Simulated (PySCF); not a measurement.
Dipole moment and polarisability across levels of theory

Compound: C2H7GeNO.
InChI=1S/C2H7GeNO/c1-2(5)3-4/h3-4H2,1H3

PySCF, dipoles from the SCF density, polarisabilities from static response with core orbitals frozen. Geometry: PBE0-D3(BJ)/def2-SVP, one conformer, isolated molecule. The LDA/def2-SVPD calculation is non-relativistic and has no spin–orbit coupling, an omission that weighs most on germanium.

**Question.** How do dipole and polarisability depend on functional and basis here?

**Answer.** 

```tsv
level	μ (D)	α (au)	anisotropy (au)
LDA/def2-SVPD	3.020	73.72	23.32
PBE/def2-SVPD	2.935	72.63	23.07
B3LYP/def2-SVPD	3.065	69.62	20.45
PBE0/def2-SVPD	3.073	68.67	19.94
BHandHLYP/def2-SVPD	3.231	66.00	17.81
CAM-B3LYP/def2-SVPD	3.148	67.96	18.80
wB97X-D/def2-SVPD	3.125	67.82	18.64
LC-wPBE/def2-SVPD	3.151	65.88	17.54
HF/def2-SVPD	3.458	62.38	15.23
PBE0/6-31G*	2.995	56.08	17.62
PBE0/def2-SVP	3.049	58.12	16.53
PBE0/aug-cc-pVDZ	2.987	70.48	21.22
PBE0/def2-TZVP	3.004	65.56	18.99
PBE0/def2-TZVPD	2.999	70.11	20.88
```

The anisotropy is √(½[(α1 − α2)² + (α2 − α3)² + (α3 − α1)²]). The dipole runs from 2.94 D (PBE/def2-SVPD) to 3.46 D (HF/def2-SVPD). No reference polarisability is at hand; against PBE0 in the largest diffuse basis at hand (def2-TZVPD) the other PBE0 rows deviate by 6-31G* -20%, def2-SVP -17%, def2-SVPD -2%, aug-cc-pVDZ +1%, def2-TZVP -6%. In one basis (def2-SVPD) the functionals order the polarisability from HF (lowest) to LDA (highest), a spread of 18%. With PBE0 the polarisability is 59.92 au without diffuse functions (mean of 6-31G*, def2-SVP and def2-TZVP) and 69.75 au with them (mean of def2-SVPD, aug-cc-pVDZ and def2-TZVPD).
